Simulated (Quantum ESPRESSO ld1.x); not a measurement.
Values are calculated unless marked as measured or tabulated.
All-electron atom: neutral promethium in [Xe] 4f5 5d0.5 6s1.5 (fractional occupations, a model configuration). Level of theory: scalar-relativistic Kohn-Sham, LDA (Slater exchange, Perdew-Wang correlation), spin-polarised, spherical densities, point nucleus; open shells are filled with parallel spins first (ld1.x of Quantum ESPRESSO 7.5).

Unscreened Slater integrals over Kohn-Sham orbitals (hartree). They are taken over the spin-up orbitals.

integral      value
F0(5d,5d)   0.27610
F2(5d,5d)   0.13230
F4(5d,5d)  0.083917
F0(5d,4f)   0.37102
F2(5d,4f)  0.085564
F4(5d,4f)  0.041902
G1(5d,4f)  0.051540
G3(5d,4f)  0.036436
G5(5d,4f)  0.026557
F0(5d,6s)   0.23043
G2(5d,6s)  0.084410
F0(5d,5p)   0.35057
F2(5d,5p)   0.14461
G1(5d,5p)   0.15661
G3(5d,5p)  0.094821
F0(4f,4f)   0.90988
F2(4f,4f)   0.41446
F4(4f,4f)   0.25679
F6(4f,4f)   0.18385
F0(4f,6s)   0.27108
G3(4f,6s)  0.011258
F0(4f,5p)   0.62292
F2(4f,5p)   0.22716
G2(4f,5p)   0.13452
G4(4f,5p)   0.10015
F0(6s,6s)   0.20849
F0(6s,5p)   0.26198
G1(6s,5p)  0.018452
F0(5p,5p)   0.53272
F2(5p,5p)   0.28501

Derived for the open shells (J is the average intra-shell exchange parameter used in DFT+U). 4f: F4/F2 = 0.620, F6/F2 = 0.444, J = (286 F2 + 195 F4 + 250 F6)/6435 = 0.03334 hartree. 5d: Racah B = F2/49 - 5 F4/441 = 0.001749 hartree, C = 35 F4/441 = 0.006660 hartree, C/B = 3.81, F4/F2 = 0.634, J = (F2 + F4)/14 = 0.01544 hartree.
